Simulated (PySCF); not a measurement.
## Frontier levels across methods

Species: C₂H₉BSi.
Atom-mapped SMILES: `[BH2:1][CH2:2][CH2:3][SiH3:4]` (hydrogens: H5, H6 on B1; H7, H8 on C2; H9, H10 on C3; H11, H12, H13 on Si4)

Structure used (PBE0-D3(BJ)/def2-SVP), in Å, numbered top down from 1:
```
atom  x, y, z in Å
B1    -1.6920    0.4372   -0.5833
C2    -0.8183   -0.7076    0.0009
C3     0.6401   -0.8351   -0.4399
Si4    1.7503    0.4921    0.3127
H5    -1.3566    1.0375   -1.5815
H6    -2.7733    0.6787   -0.0946
H7    -1.4166   -1.5750   -0.3740
H8    -0.9341   -0.7906    1.0962
H9     0.7184   -0.7532   -1.5373
H10    1.0622   -1.8193   -0.1723
H11    1.7607    0.3728    1.8053
H12    3.1546    0.3714   -0.1860
H13    1.2259    1.8519   -0.0329
```

Basis pcSseg-2 throughout (PySCF), one geometry. The structure is a single PBE0-D3(BJ)/def2-SVP conformer in the gas phase; no vibrational or solvent corrections.

How do the orbital energies, the gap and the dipole change with the method?

```csv
method,kind,HOMO (eV),LUMO (eV),gap (eV),μ (D),SCF cycles
BLYP,GGA,-7.10,-2.21,4.89,1.18,14
OPBE,GGA,-7.18,-2.12,5.06,1.23,14
B97-D,GGA,-7.20,-2.13,5.07,1.18,14
PBE,GGA,-7.21,-2.36,4.85,1.22,14
KT2,GGA,-7.27,-2.37,4.91,1.15,14
LDA,LDA,-7.29,-2.64,4.65,1.24,13
BP86,GGA,-7.30,-2.40,4.91,1.21,14
KT3,GGA,-7.31,-2.24,5.07,1.14,14
B97-2,global hybrid,-8.21,-1.29,6.92,1.15,12
B3LYP,global hybrid,-8.26,-1.56,6.70,1.13,12
PBE0,global hybrid,-8.45,-1.33,7.13,1.16,12
mPW1PW91,global hybrid,-8.48,-1.31,7.17,1.15,12
BHandHLYP,global hybrid,-9.63,-0.29,9.34,1.06,11
CAM-B3LYP,range-separated hybrid,-9.82,-0.25,9.58,1.11,12
wB97X-D,range-separated hybrid,-10.32,0.57,10.89,1.13,12
LC-wPBE,range-separated hybrid,-11.17,0.97,12.14,1.12,12
HF,Hartree–Fock,-11.48,2.02,13.50,1.01,9
```

The HOMO spans 4.38 eV, from BLYP down to HF, and the gap runs from 4.65 eV (LDA) to 13.50 eV (HF). Over the methods BLYP (0 %), OPBE (0 %), B97-D (0 %), PBE (0 %), KT2 (0 %), LDA (0 %), BP86 (0 %), KT3 (0 %), B97-2 (21 %), B3LYP (20 %), PBE0 (25 %), mPW1PW91 (25 %), BHandHLYP (50 %), HF (100 %), a straight line through the gap against the share of exact exchange rises by 0.86 eV for each 10 % (correlation coefficient 0.999). The dipole ranges from 1.01 D (HF) to 1.24 D (LDA). This basis has no diffuse functions.
